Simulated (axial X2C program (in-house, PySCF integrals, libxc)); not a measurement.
**KBa: properties at the nuclei**

Computed with an in-house all-electron X2C program for linear molecules (integrals from PySCF): two-component X2C with atomic mean-field Coulomb and Gaunt terms, Gaussian nuclei, basis Ba dyall-cv3z, K dyall-cv3z with contracted cores.

R = 4.543 Å (near the PBE0 minimum at charge 0 of the determinant lowest at the starting distance; the state shown can have its own minimum elsewhere).

Input and command:
```json
{"zs": [56, 19], "q": 0, "bas": ["dyall-cv3z", "dyall-cv3z"], "r0": 3.92, "levels": ["PBE0", "HF", "r2SCAN", "B3LYP", "LDA"], "nst": 3}
```
```bash
python soeom.py task.json out
```

Keys: zs atomic numbers; q charge; bas basis sets; r0 starting distance in Å; levels methods; nst determinants followed.

Determinant lowest in the PBE0 search, Ω = 1/2 (⟨Sz⟩ = 0.50, ⟨Lz⟩ = 0.00 at PBE0), spin on the atoms Ba 0.16, K 0.34:

| level | Eeff magnitude (GV/cm) | Ws magnitude Ba (kHz) | A∥/gI Ba (MHz) | qzz Ba (a.u.) | A∥/gI K (MHz) | qzz K (a.u.) | μ (D) |
| --- | --- | --- | --- | --- | --- | --- | --- |
| PBE0 | 4.54 | 5.64 | 620 | -0.66 | 586 | -0.07 | 1.49 |
| r2SCAN | 3.86 | 4.92 | 741 | -0.58 | 614 | -0.07 | 1.12 |
| B3LYP | 3.69 | 4.59 | 704 | -0.56 | 681 | -0.06 | 0.90 |
| LDA | 2.89 | 3.52 | 790 | -0.57 | 641 | -0.07 | 1.10 |

Eeff is the effective electric field on the electron electric dipole moment in this Ω state and Ws the scalar–pseudoscalar constant of the nucleus named (defined with the proton number Z and per Ω); A∥ (defined per Ω) follows by multiplying with gI = μI/(I μN); qzz is the electric field gradient, eQq0 = 234.96 MHz × Q/barn × qzz; μ is positive if the K end (last atom) is positive. The operators were transformed with the bare-nucleus X2C matrices; with these basis sets, hyperfine constants and field gradients can be off by tens of per cent, and where levels differ in sign neither size nor sign is settled.

(1) With gI(137Ba) = 0.6249, Q(137Ba) = 0.236 barn, gI(39K) = 0.2610, Q(39K) = 0.0603 barn (g factors from the IAEA table of nuclear moments by Stone; Q from Pyykkö, Mol. Phys. 2018), turn the PBE0 values of the first state into constants in MHz.

Each state is one determinant with collinear spin. Left out as unconverged or as another state under the same occupation: HF in at least one table. The search compared states at one distance, so a state with another bond length can lie lower. Further determinants of the search, some of them spin-mixed, are not shown.

Answers

(1) A∥(137Ba) = 620 × 0.6249 = 387 MHz; eQq0(137Ba) = 234.96 × (0.236) × (-0.66) = -36.6 MHz; A∥(39K) = 586 × 0.2610 = 153 MHz; eQq0(39K) = 234.96 × (0.0603) × (-0.07) = -0.992 MHz.
